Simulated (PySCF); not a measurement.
A species of formula C7H5F3S has this rotational fingerprint, computed with PBE0-D3(BJ)/def2-SVP geometry optimisation, gas phase (PySCF 2.14.0):

| Quantity | Value |
| --- | --- |
| Rotational constants | A = 2832, B = 450.3, C = 416.6 MHz |
| Dipole components | \|μa\| = 2.25 D, \|μb\| = 0.89 D, \|μc\| = 0.06 D |
| Inertial defect | -87.59 u·Å² |
| κ | -0.97 |

Question: Which candidate fits, each taken in the one conformer that was computed?
A. `[F:1][C:2]([F:3])([F:4])[c:5]1[cH:6][cH:7][c:8]([SH:9])[cH:10][cH:11]1` with C7–C8–S9–H 1°
B. `[F:1][C:2]([F:3])([F:4])[S:5][c:6]1[cH:7][cH:8][cH:9][cH:10][cH:11]1` with C2–S5–C6–C7 -89°

Answer: A. It is FC(F)(F)c1ccc(S)cc1, a near-prolate asymmetric top, point group C1. The candidates at the same level (rigid rotor, commonest isotopes):

```json
{"SMILES": "FC(F)(F)Sc1ccccc1", "A (MHz)": "2131", "B (MHz)": "595.1", "C (MHz)": "575.9", "μa (D)": "2.53", "μb (D)": "0.02", "μc (D)": "0.17", "Δ (u·Å²)": "-208.87", "point group": "near Cs", "rotor": "near-prolate asymmetric top"}
{"SMILES": "FC(F)(F)c1ccc(S)cc1", "A (MHz)": "2832", "B (MHz)": "450.3", "C (MHz)": "416.6", "μa (D)": "2.25", "μb (D)": "0.89", "μc (D)": "0.06", "Δ (u·Å²)": "-87.59", "point group": "C1", "rotor": "near-prolate asymmetric top"}
```

`FC(F)(F)Sc1ccccc1` has C 38 % too high. No structure here is proved a minimum.
